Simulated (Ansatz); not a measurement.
GeH7NSSi, SMILES `N[SiH2][S][GeH3]`. Total charge 0; spin multiplicity 1. The geometry is a stationary point of PBE0-D4/def2-TZVP. It is one conformer, not always the lowest.

```xyz
11

N     0.898    0.205   -2.400
Si    0.003   -0.152   -0.989
S     1.173    0.001    0.805
Ge   -0.527    0.014    2.236
H     1.271    1.130   -2.545
H     1.504   -0.496   -2.795
H    -1.129    0.803   -0.867
H    -0.505   -1.538   -1.128
H    -1.559   -1.047    1.820
H     0.062   -0.320    3.611
H    -1.191    1.400    2.253
```

What is the dipole moment at B3LYP/def2-TZVPP? (Estimate.)

Computed: 0.71 D, with components (0.11, 0.23, -0.66) D in this frame, pointing from negative to positive charge.

And with PBE, r2SCAN, ωB97M-V? (Estimate.)

Computed: PBE 0.80 D, r2SCAN 0.75 D, ωB97M-V 0.66 D.

Give the Mulliken charges with B3LYP, ωB97M-V, r2SCAN in def2-TZVPP. (An estimate is asked.)

The calculation gave: 
```json
{"atom": "N1", "B3LYP": "-0.41", "ωB97M-V": "-0.37", "r2SCAN": "-0.45"}
{"atom": "Si2", "B3LYP": "0.44", "ωB97M-V": "0.35", "r2SCAN": "0.47"}
{"atom": "S3", "B3LYP": "-0.37", "ωB97M-V": "-0.34", "r2SCAN": "-0.40"}
{"atom": "Ge4", "B3LYP": "0.19", "ωB97M-V": "0.10", "r2SCAN": "0.23"}
{"atom": "H5", "B3LYP": "0.14", "ωB97M-V": "0.12", "r2SCAN": "0.16"}
{"atom": "H6", "B3LYP": "0.14", "ωB97M-V": "0.12", "r2SCAN": "0.16"}
{"atom": "H7", "B3LYP": "-0.07", "ωB97M-V": "-0.03", "r2SCAN": "-0.07"}
{"atom": "H8", "B3LYP": "-0.07", "ωB97M-V": "-0.03", "r2SCAN": "-0.08"}
{"atom": "H9", "B3LYP": "0.00", "ωB97M-V": "0.02", "r2SCAN": "0.00"}
{"atom": "H10", "B3LYP": "0.01", "ωB97M-V": "0.03", "r2SCAN": "0.00"}
{"atom": "H11", "B3LYP": "0.00", "ωB97M-V": "0.02", "r2SCAN": "-0.01"}
```

B3LYP here is the variant with VWN-RPA as its local correlation; programs differ in this.
